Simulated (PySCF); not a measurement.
**Assigning NMR signals**

Molfile (atoms numbered from 1):
```
C5H9NOSi
     RDKit          3D

 17 17  0  0  0  0  0  0  0  0999 V2000
    2.2904   -1.9223    1.6680 N   0  0  0  0  0  0  0  0  0  0  0  0
    1.8236   -1.4207    0.7497 C   0  0  0  0  0  0  0  0  0  0  0  0
    1.0368   -0.5875   -0.7332 Si  0  0  0  0  0  4  0  0  0  0  0  0
   -0.7781   -1.1526   -0.7981 C   0  0  0  0  0  0  0  0  0  0  0  0
   -1.5806   -0.4083    0.2755 C   0  0  0  0  0  0  0  0  0  0  0  0
   -1.4688    0.9931    0.1949 O   0  0  0  0  0  0  0  0  0  0  0  0
   -0.2363    1.5095    0.6389 C   0  0  0  0  0  0  0  0  0  0  0  0
    0.9199    1.2695   -0.3388 C   0  0  0  0  0  0  0  0  0  0  0  0
    1.8322   -0.9210   -1.9153 H   0  0  0  0  0  0  0  0  0  0  0  0
   -0.8933   -2.2247   -0.6418 H   0  0  0  0  0  0  0  0  0  0  0  0
   -1.2043   -0.9193   -1.7745 H   0  0  0  0  0  0  0  0  0  0  0  0
   -1.2672   -0.7505    1.2745 H   0  0  0  0  0  0  0  0  0  0  0  0
   -2.6487   -0.6141    0.1600 H   0  0  0  0  0  0  0  0  0  0  0  0
    0.0156    1.0798    1.6214 H   0  0  0  0  0  0  0  0  0  0  0  0
   -0.4081    2.5825    0.7653 H   0  0  0  0  0  0  0  0  0  0  0  0
    1.8358    1.6676    0.0967 H   0  0  0  0  0  0  0  0  0  0  0  0
    0.7241    1.8309   -1.2531 H   0  0  0  0  0  0  0  0  0  0  0  0
  1  2  3  0
  2  3  1  0
  3  4  1  0
  4  5  1  0
  5  6  1  0
  6  7  1  0
  7  8  1  0
  8  3  1  0
  3  9  1  0
  4 10  1  0
  4 11  1  0
  5 12  1  0
  5 13  1  0
  7 14  1  0
  7 15  1  0
  8 16  1  0
  8 17  1  0
M  END
```

Computational details: GIAO PBE0/pcSseg-1 shieldings, geometry: GFN2-xTB, in PySCF (one computed conformer, in vacuum, non-relativistic Hamiltonian, fast rotation and ring inversion assumed for equivalent nuclei).

Scale: TMS for ¹³C, ¹H (reference shieldings calculated alike).

**Question.** Assign these signals to the numbered atoms. ¹³C{¹H} NMR (computed): δ 125.8 (C), 70.4 (CH2), 13.3 (CH2).

**Answer.** 
| δ (ppm) | atoms | environment | reason |
| --- | --- | --- | --- |
| 125.8 | C2 | nitrile carbon | typical of a nitrile |
| 70.4 | C5/C7 | sp3 CH2 bonded to O | pulled downfield by the heteroatom |
| 13.3 | C4/C8 | sp3 CH2 bonded to Si | – |

**Question.** Assign these signals to the numbered atoms. ¹H NMR (400 MHz, computed): δ 4.62 (m, 1H), 4.56 (m, 2H), 3.71 (m, 2H), 1.17 (m, 2H), 0.75 (m, 2H).

**Answer.** 
4.62 → H9, hydrogen on a silicon bonded to 3 C, in a 6-membered ring
4.56 → H13/H15, hydrogen on an sp3 CH2 bonded to O: its carbon carries O, which withdraws density
3.71 → H12/H14, hydrogen on an sp3 CH2 bonded to O
1.17 → H11/H17, hydrogen on an sp3 CH2 bonded to Si
0.75 → H10/H16, hydrogen on an sp3 CH2 bonded to Si: an electropositive neighbour shields it, as in TMS itself

H9 and H13/H15 lie closer than the usual error of such a calculation, so a measured spectrum could show them in the other order.

Shifts are as computed. Against solution values, carbons near 30 ppm lie about +3 ppm off and those near 130 ppm about +5 ppm. Of 1309 compounds with measured shifts, 239 miss one by over three times the rms of a fit or turn the order of signals round; such compounds aren't used in these exercises. Multiplicities follow the n + 1 count of equivalent neighbours, as no J values were calculated; m marks all less simple cases, F and P coupling included.
